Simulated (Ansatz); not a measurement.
Stepwise reaction of `F[SiH2]N[SiH2]F` with hydrogen, as a gas-phase model of exchange steps in deposition or etching. ΔE in kJ/mol.

Computed with Ansatz on PBE0-D4/def2-TZVP structures; ΔE is electronic, products minus reactants. CCSD(T)/CBS adds triple-zeta CCSD(T) − MP2 to the extrapolated MP2 energy (def2 sets, frozen cores). This one scheme is used for every species. DFT in def2-TZVPP. B3LYP here is the variant with VWN-RPA as its local correlation; programs differ in this. One conformer a species, not always the lowest.

| step | reaction | PBE-D4 | B3LYP-D4 | ωB97M-V | CCSD(T)/CBS |
| --- | --- | --- | --- | --- | --- |
| 2 | `F[SiH2]N[SiH3]` + H₂ → `[SiH3]N[SiH3]` + H–F | 129.7 | 137.8 | 138.6 | 135.3 |

**Question.** Give the row of step 1, `F[SiH2]N[SiH2]F` + H₂ → `F[SiH2]N[SiH3]` + H–F. (Estimate.)

**Answer.** The calculation gave: 
```tsv
step	reaction	PBE-D4	B3LYP-D4	ωB97M-V	CCSD(T)/CBS
1	`F[SiH2]N[SiH2]F` + H₂ → `F[SiH2]N[SiH3]` + H–F	125.6	133.9	134.5	131.2
```

**Question.** By hand: ΔE of the 2 steps together at CCSD(T)/CBS.

**Answer.** (131.2) + (135.3) = 266.5 kJ/mol, or 133.2 kJ/mol a step.

In ΔE the steps differ by no more than 4.1 kJ/mol. All are uphill at CCSD(T)/CBS. PBE-D4 differs from CCSD(T)/CBS by -5.6 to -5.6 kJ/mol a step. Only this route is followed, and other bonds may react first. Isolated molecules leave out the surface, adducts and barriers. Largest T1 diagnostic: 0.012.
